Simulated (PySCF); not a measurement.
F₃Fe, neutral, multiplicity 6. Atoms are numbered in the order given.

```xyz
4

Fe     0.0000     0.0000     0.0000
F      1.7682     0.0000     0.0000
F     -0.8841    -1.5313     0.0000
F     -0.8841     1.5313     0.0000
```
Charge 0, spin multiplicity 6.

The structure is a stationary point at PBE-D3(BJ)/def2-SVP. The multiplicity is an assumed one; other spin states were not compared. The isomer is the one that the SMILES or the coordinates give; other isomers of the formula were not compared.

Method: TDA-PBE0/def2-SVPD in PySCF 2.14.0.

Vertical excitations; the highest root listed may be one member of a degenerate set. Gas-phase values at a fixed geometry.

Computed excitation energies, oscillator strengths and character:
```json
[
 {"state": "root 1", "energy (eV)": "3.92", "λ (nm)": "316", "f": "0.000", "main pairs": "β HOMO→LUMO 99 %"},
 {"state": "root 2", "energy (eV)": "4.07", "λ (nm)": "305", "f": "0.000", "main pairs": "β HOMO→LUMO+1 (degenerate set)"},
 {"state": "root 3", "energy (eV)": "4.07", "λ (nm)": "305", "f": "0.000", "main pairs": "β HOMO→LUMO+2 (degenerate set)"},
 {"state": "root 4", "energy (eV)": "4.23", "λ (nm)": "293", "f": "0.000", "main pairs": "β HOMO−5→LUMO (degenerate set)"},
 {"state": "root 5", "energy (eV)": "4.23", "λ (nm)": "293", "f": "0.000", "main pairs": "β HOMO−4→LUMO (degenerate set)"},
 {"state": "root 6", "energy (eV)": "4.30", "λ (nm)": "288", "f": "0.006", "main pairs": "β HOMO−1→LUMO 99 %"},
 {"state": "root 7", "energy (eV)": "4.48", "λ (nm)": "277", "f": "0.001", "main pairs": "β HOMO−2→LUMO, β HOMO−1→LUMO+2 (degenerate set)"},
 {"state": "root 8", "energy (eV)": "4.48", "λ (nm)": "277", "f": "0.001", "main pairs": "β HOMO−3→LUMO, β HOMO−1→LUMO+1 (degenerate set)"},
 {"state": "root 9", "energy (eV)": "4.55", "λ (nm)": "272", "f": "0.000", "main pairs": "β HOMO−2→LUMO+1 40 %, β HOMO−3→LUMO+2 40 %, β HOMO−2→LUMO+2 6 %, β HOMO−3→LUMO+1 6 %"},
 {"state": "root 10", "energy (eV)": "4.58", "λ (nm)": "271", "f": "0.015", "main pairs": "β HOMO−2→LUMO 22 %, β HOMO−4→LUMO+2 19 %, β HOMO−5→LUMO+1 19 %, β HOMO−6→LUMO 8 %"}
]
```
Unrestricted roots are not spin-pure.
